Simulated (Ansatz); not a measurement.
Reaction (formal exchange of groups at a C–C bond): `FC#C[CH2][GeH3]` + BH₃ → `B[CH2][GeH3]` + `C#CF`

Program: Ansatz. Geometries: PBE0-D4/def2-TZVP. ΔE: electronic, gas phase. CCSD(T)/CBS adds triple-zeta CCSD(T) − MP2 to the extrapolated MP2 energy (def2 sets, frozen cores). This one scheme is used for every species. DFT in def2-TZVPP. B3LYP here is the variant with VWN-RPA as its local correlation; programs differ in this. For Ge outer-core shells are correlated without core-valence functions, which leaves a few kJ/mol of doubt a bond. Scalar relativity is left out up to krypton.

(1) Is it downhill or uphill in electronic energy at CCSD(T)/CBS, and by how much? (An estimate is asked.)

(2) What do these levels give: PBE-D4, r2SCAN-D4, PBE0-D4, ωB97M-V, r2SCAN, PBE0, B3LYP, HF/def2-TZVPP, CCSD/def2-TZVPP, HF/def2-QZVPP, HF/CBS(def2), CCSD/CBS(def2)? (Best estimate.)

Largest T1 diagnostic among the species: 0.013.

Answers

(1) Computed: Downhill: ΔE = -56.2 kJ/mol.

(2) Ansatz gave: PBE-D4 -57.2, r2SCAN-D4 -58.5, PBE0-D4 -54.5, ωB97M-V -56.4, r2SCAN -58.8, PBE0 -55.0, B3LYP -52.4, HF/def2-TZVPP -41.3, CCSD/def2-TZVPP -53.0, HF/def2-QZVPP -41.5, HF/CBS(def2) -41.6, CCSD/CBS(def2) -54.4 kJ/mol.

In def2-TZVPP, CCSD(T) changes the Hartree–Fock value by −13.4 kJ/mol (the triples alone add −1.7 kJ/mol) and MP2 by −11.9 kJ/mol.
